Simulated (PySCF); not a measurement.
BGeH5NSi, CH5BGeN (calculated)

Calculation on a computer-drawn molecule: optimised geometry and harmonic frequencies of an isolated molecule of the commonest isotopes, restricted reference for singlets and unrestricted otherwise, frozen core in MP2; on germanium a core potential holds 10 electrons, which the energies leave out, and 3d is frozen in MP2 and coupled-cluster steps. Program: PySCF 2.14.0.

Common to all runs: method HF; basis and core potential on germanium cc-pVDZ-PP ECP10MDF.

(1) BGeH5NSi

Start structure:
```xyz
9
BGeH5NSi
B     -1.0965     1.4793    -0.9235
Ge     0.3940     1.9555     0.2286
N      2.0502     1.1153     0.1546
Si     2.9339     0.0723    -0.5508
H     -2.0888     2.0044    -0.7572
H     -0.9685     0.6313    -1.7188
H      0.6410     2.9284     1.3729
H      4.2628    -0.0771    -0.0622
H      2.6633    -0.9437    -1.6258
```

It was run with charge 0, multiplicity 2 and basis cc-pV(D+d)Z.

It finds rotational constants 13.08, 1.623, 1.476 GHz; total energy -664.2833 hartree; spin squared 0.7576; convergence status largest gradient component 1.319e-05 hartree/bohr.

Drawn bonds:
```tsv
atom	other atom	order
1	2	1
2	3	2
3	4	1
1	5	1
1	6	1
2	7	1
4	8	1
4	9	1
```

Optimised structure:
```xyz
9
BGeH5NSi
B     -1.2881     1.4204    -0.7614
Ge     0.4389     1.8651     0.0718
N      1.8883     0.8158     0.1164
Si     3.0925     0.0454    -0.5032
H     -2.1713     2.2260    -0.6822
H     -1.4311     0.3705    -1.3197
H      0.7715     3.1617     0.8120
H      3.9204    -0.8852     0.2794
H      3.5702     0.1459    -1.8954
```

Modes:
```tsv
frequency (cm⁻¹)	reduced mass (dalton)
36.41	2.641
94.89	3.354
144.7	1.513
242.3	1.355
266.6	2.327
443.2	1.031
498.1	7.996
669.6	2.757
681.5	1.538
749.3	1.261
755.3	1.179
820.5	1.23
853.7	1.092
1093	1.055
1222	1.16
1408	13.95
2228	1.02
2342	1.045
2369	1.04
2677	1.048
2775	1.131
```

(2) CH5BGeN

Start structure:
```xyz
9
CH5BGeN
B      1.7734     0.4702     1.3635
Ge     1.2385     1.8513     0.3399
C      0.1970     1.2533    -1.2459
N     -0.5128     2.0567    -1.9418
H      2.5287    -0.2563     2.0024
H      0.6993     3.2291     0.6858
H      0.2997     0.2565    -1.5336
H     -0.8158     3.0010    -1.7048
H     -1.0762     1.7254    -2.8407
```

Settings of this run: charge 1, multiplicity 1 and basis cc-pVDZ.

Results for CH5BGeN: rotational constants 11.19, 2.839, 2.394 GHz; total energy -412.9575 hartree; convergence status largest gradient component 2.637e-05 hartree/bohr.

Drawn bonds:
```tsv
atom	other atom	order
1	2	1
2	3	2
3	4	1
1	5	1
2	6	1
3	7	1
4	8	1
4	9	1
```

Optimised structure:
```xyz
9
CH5BGeN
B      1.6854     0.5480     1.3272
Ge     1.6126     2.1006     0.0540
C      0.3413     1.3279    -1.2922
N     -0.6185     1.9676    -1.8534
H      2.0947    -0.3210     2.0199
H      0.7364     3.1569     0.7483
H      0.5161     0.3395    -1.7132
H     -0.8822     2.8911    -1.5553
H     -1.1540     1.5767    -2.6104
```

Modes:
```tsv
frequency (cm⁻¹)	reduced mass (dalton)
99.25	2.996
163.3	2.215
297.9	3.146
301.4	1.465
464	1.899
550.9	1.378
621.6	2.855
715.4	1.354
741.6	1.395
814.2	1.185
876.7	1.328
1181	1.119
1201	1.129
1497	1.393
1645	2.082
1842	1.639
2187	1.021
2888	1.101
3315	1.092
3719	1.05
3841	1.106
```
